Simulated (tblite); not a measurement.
Compound: C₄H₃F₃NO₂ (doublet state).
Cartesian coordinates in Å at the GFN2-xTB level; atoms count from 1:
```xyz
13
C4H3F3NO2 angstrom
O      2.2739    2.1367    1.3054
C      1.7310    1.4927    0.4513
N      1.0542    0.3772    0.4824
C      0.9406   -0.7625   -0.1426
C     -0.2038   -1.5111   -0.2045
O     -1.4604   -1.2128    0.2656
C     -1.7775   -0.0104    0.7513
F     -3.0926    0.0073    0.9485
F     -1.2075    0.2743    1.9204
F     -1.4983    0.9969   -0.0853
H      1.6256    1.9416   -0.5820
H      1.8210   -1.2282   -0.5864
H     -0.2105   -2.5014   -0.6279
```

Computed with GFN2-xTB (tblite): harmonic, unscaled wavenumbers at the GFN2-xTB geometry, gas phase. Against measured fundamentals such values can be off by several per cent, at times by over 20. One conformer, not necessarily the lowest. Open shells enter through the occupations alone, without spin polarisation, and single modes of such species can be off by tens of per cent.

Harmonic wavenumbers (cm⁻¹): 45.4, 60.8, 89.8, 136.1, 151.8, 175.5, 244.8, 367.9, 391.1, 425.7, 509.8, 551.5, 555.9, 607.5, 697.9, 768.6, 811.0, 829.6, 866.4, 978.0, 1057.6, 1083.0, 1101.5, 1140.9, 1242.5, 1251.9, 1309.9, 1485.9, 1517.4, 1798.0, 2466.7, 2947.0, 3121.4.

A = 2392, B = 939.2, C = 774.5 MHz; mass 154.012 u (most abundant isotopes); point group C1, symmetry number 1; spin multiplicity 2.

Problem. Zero-point energy?

Solution. Half the sum of the wavenumbers: 15394 cm⁻¹ = 44.02 kcal/mol.

Problem. What is S at 298.15 K and 1 bar for an ideal gas of classical rigid rotors and harmonic oscillators?

Solution. Translation 41.03, rotation 29.60, vibration 29.42, spin (R ln 2) 1.38: S = 101.4 cal/(mol K).

Problem. And Cp and H(298.15 K) − H(0)?

Solution. Cp = 35.80 cal/(mol K), of which vibrations give 27.85 (their classical limit is 33 R = 65.6); H(298.15 K) − H(0) = 6.83 kcal/mol without the zero-point energy, 4.46 from vibrations.

Problem. Which modes carry the vibrational entropy at 298.15 K?

Solution. 45.4 cm⁻¹: 5.01; 60.8 cm⁻¹: 4.43; 89.8 cm⁻¹: 3.66; 136.1 cm⁻¹: 2.86; 151.8 cm⁻¹: 2.65; 175.5 cm⁻¹: 2.38 cal/(mol K); the other 27 give 8.43 together.

Problem. What must be added to the electronic energy to get the Gibbs energy at 298.15 K and 1 bar?

Solution. ZPE + [H(298.15 K) − H(0)] − T·S = 44.02 + 6.83 − 30.24 = 20.61 kcal/mol.

Problem. Blend soft modes into free rotors: weight 1/[1 + (100 cm⁻¹/ν̃)⁴] for the oscillator and the rest for a rotor with moment μB/(μ + B), μ = h/(8π²ν), B = 10⁻⁴⁴ kg m². What vibrational entropy results?

Solution. 26.63 cal/(mol K) in place of 29.42, which changes −T·S at 298.15 K by +0.83 kcal/mol.

Problem. How do the functions run with temperature in this model?

Solution. 
```csv
T (K),S (cal/(mol K)),Cp (cal/(mol K)),H − H(0) (kcal/mol),G − H(0) (kcal/mol),ln q(vib)
150,81.5,23.5,2.42,-9.80,3.39
250,95.5,32.0,5.20,-18.67,6.05
400,113.0,42.9,10.85,-34.34,9.79
600,132.4,52.7,20.49,-58.94,14.40
900,155.4,60.7,37.63,-102.27,20.53
```

q(vib) and H(0) count from the zero-point level.

Hindered rotation and anharmonicity are outside this model. Other conformers, if any are populated, would add a mixing term that is left out. The structure is chiral; the term R ln 2 for an equal mix with its mirror image is left out.
